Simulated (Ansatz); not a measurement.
CH$_{9}$NOSi$_{2}$ (`C[Si](N)(O)[SiH3]`), relaxed with RKS PBE0-D4/def2-TZVP in Ansatz from a GFN2-xTB geometry. The force threshold is 0.005 eV/Å; the program also tests the step.

Total charge 0; spin multiplicity 1.

Start:

```xyz
14

C    -0.763    1.388    0.922
Si   -0.298   -0.111   -0.160
N    -0.963   -1.458    0.718
O    -1.063   -0.084   -1.605
Si    1.917   -0.184   -0.805
H    -0.167    1.423    1.828
H    -0.595    2.318    0.388
H    -1.808    1.362    1.220
H    -0.730   -1.557    1.692
H    -0.938   -2.366    0.280
H    -2.016   -0.095   -1.650
H     2.316    0.879   -1.732
H     2.818   -0.065    0.353
H     2.292   -1.451   -1.448
```

**Question.** By how much does the energy fall, and how many steps does the optimiser take? (Estimate.)

**Answer.** Computed: 11.20 kJ/mol, in 12 steps, 2 of them rejected.

**Question.** Which bonds change most? (An estimate is asked.)

**Answer.** Computed: C1–Si2 from 1.906 to 1.866 Å; Si2–Si5 from 2.308 to 2.347 Å; Si5–H12 from 1.466 to 1.489 Å; Si5–H14 from 1.470 to 1.491 Å.

**Question.** Give the relaxed structure. (Estimate.)

**Answer.** Computed: 
```xyz
14

C    -0.725    1.372    0.908
Si   -0.350   -0.091   -0.188
N    -0.881   -1.479    0.679
O    -1.129   -0.014   -1.644
Si    1.913   -0.174   -0.804
H    -0.122    1.351    1.820
H    -0.507    2.307    0.386
H    -1.780    1.384    1.196
H    -0.996   -1.441    1.678
H    -0.654   -2.411    0.372
H    -2.073   -0.187   -1.620
H     2.315    0.954   -1.690
H     2.771   -0.120    0.416
H     2.219   -1.451   -1.510
```
